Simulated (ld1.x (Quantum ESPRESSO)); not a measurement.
**boron (B): one change to a TM potential, before and after**

- Element: boron (B)
- Generator: ld1.x (Quantum ESPRESSO) 7.5
- Type: norm-conserving Troullier–Martins (Kleinman–Bylander form)
- Functional: PBE
- Relativity: scalar-relativistic
- Frozen core: [He]
- Valence charge: 3
- Reference configuration: 2s2 2p1
- Partial waves: 2s (bound): rc 1.00 bohr; 2p (bound): rc 2.40 bohr; 3d channel at -0.05 Ry: rc 2.30 bohr
- Local potential: all-electron potential smoothed inside 1.50 bohr (lloc = -1)
- Core correction: Bessel-smoothed model core inside 0.95 bohr

Change: wave 2p (bound): rc 2.40 bohr becomes 2p (bound): rc 2.54 bohr.

Cutoffs: the cutoffs (Ry, on a coarse ladder) from which the occupation-weighted sum of valence levels, in a spherical-Bessel basis at the reference potential, stays within 10 and 1 mRy of its value at 400 Ry; they do not see the model core or the augmentation charge, which bear on the density cutoff. Errors are all-electron minus pseudo energies relative to the spin-unpolarised reference configuration.

**Question.** Predict the effect on cutoff, ghosts and configuration errors.

**Answer.** The potential gets neither clearly harder nor softer (55 Ry and 140 Ry → 55 Ry and 140 Ry); of the 7 tests that both files solve, the error grows in 6 and shrinks in 0 by more than 15 % and 0.3 meV (median size 12.1 → 22.1 meV); neither file shows a bound ghost. More of the atom is replaced by a form fitted at one configuration, so other configurations suffer.

```csv
quantity,base,changed
"cutoff, loose",55 Ry,55 Ry
"cutoff, tight",140 Ry,140 Ry
bound ghosts,none,none
"error for 2s2 2p0, meV [ΔE 8.22 eV]",+40,+50
"error for 2s1 2p0, meV [ΔE 33.64 eV]",+156,+187
"error for 2s2 2p0.5, meV [ΔE 2.89 eV]",+5.1,+6.5
"error for 2s0 2p3, meV [ΔE 11.72 eV]",-12,-29
"error for 2s2 2p1.3, meV [ΔE -0.74 eV]",+0.4,+0.5
"error for 2s1 2p2, meV [ΔE 5.85 eV]",-3.0,-7.1
"error for 2s1 2p1, meV [ΔE 14.36 eV]",-15,-22
```
